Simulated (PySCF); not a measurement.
Os²⁺ (osmium, charge +2) across methods

[Xe] 4f14 5d5 6s1, high-spin 7S determinant (an excited configuration). All numbers are calculated (PySCF 2.14, a scalar-relativistic core potential, in aug-cc-pVTZ-PP with ECP60MDF). The B2PLYP total includes its PT2 part (frozen core); its orbital energies are those of the SCF part.

```
   method  E (hartree)  mean ε 5p β (eV)  mean ε 5d α (eV)  mean ε 6s α (eV)  Σ⟨r²⟩ (bohr²)    ⟨S²⟩
    B97-3     -89.8495           -71.287           -28.387           -23.685          34.61  12.000
   B2PLYP     -89.6488           -73.211           -30.015           -24.418          34.75  12.001
      PBE     -89.8729           -68.552           -26.745           -22.985          34.78  12.001
   PBEsol     -89.7370           -68.440           -26.712           -23.070          34.80  12.001
   r2SCAN     -89.9094           -69.285           -27.317           -23.311          34.56  12.001
     PBE0     -89.8479           -70.937           -28.520           -23.827          34.69  12.001
      UHF    -89.26716           -76.711           -33.113           -25.822          34.82  12.003
CAM-B3LYP     -89.7854           -72.478           -29.682           -24.925          34.76  12.000
      LDA     -89.6484           -68.536           -26.758           -23.274          34.94  12.000
```

Energies and moments cover only the electrons outside the core potential. Spin-orbit coupling, which splits the p, d and f shells strongly at this Z, is absent.
